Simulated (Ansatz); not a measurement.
Start from `[CH3][GeH]([CH3])[Cl]` and change one atom or group to get `[CH3][GeH]([SiH3])[Cl]`.

Ansatz, PBE0-D4/def2-TZVP geometries, multiplicity 1. 

Scalar relativity is left out up to krypton.

```csv
property,`[CH3][GeH]([CH3])[Cl]`
"ideal-gas entropy at 298 K and 1 bar (rigid rotor, harmonic PBE0-D4/def2-TZVP) / J/(mol·K)",353
HOMO–LUMO gap (B3LYP/def2-TZVPP) / eV,8.32
HOMO–LUMO gap (ωB97M-V/def2-TZVPP) / eV,12.89
LUMO energy (PBE0/def2-TZVPP) / eV,0.57
LUMO energy (B3LYP/def2-TZVPP) / eV,0.30
LUMO energy (ωB97M-V/def2-TZVPP) / eV,2.40
```

**Question.** Give the same properties after the change, and the shifts. (Best estimate.)

**Answer.** Computed: 
| property | `[CH3][GeH]([SiH3])[Cl]` | shift |
| --- | --- | --- |
| ideal-gas entropy at 298 K and 1 bar (rigid rotor, harmonic PBE0-D4/def2-TZVP) / J/(mol·K) | 377 | 24 |
| HOMO–LUMO gap (B3LYP/def2-TZVPP) / eV | 7.11 | -1.21 |
| HOMO–LUMO gap (ωB97M-V/def2-TZVPP) / eV | 11.44 | -1.45 |
| LUMO energy (PBE0/def2-TZVPP) / eV | -0.38 | -0.95 |
| LUMO energy (B3LYP/def2-TZVPP) / eV | -0.58 | -0.88 |
| LUMO energy (ωB97M-V/def2-TZVPP) / eV | 1.47 | -0.93 |

With PBE0 the HOMO rises by 0.35 eV and the LUMO falls by 0.95 eV, so the gap narrows by about 1.30 eV. PBE moves the HOMO by 0.21 eV and ωB97M-V by 0.53 eV.

B3LYP here is the variant with VWN-RPA as its local correlation; programs differ in this.
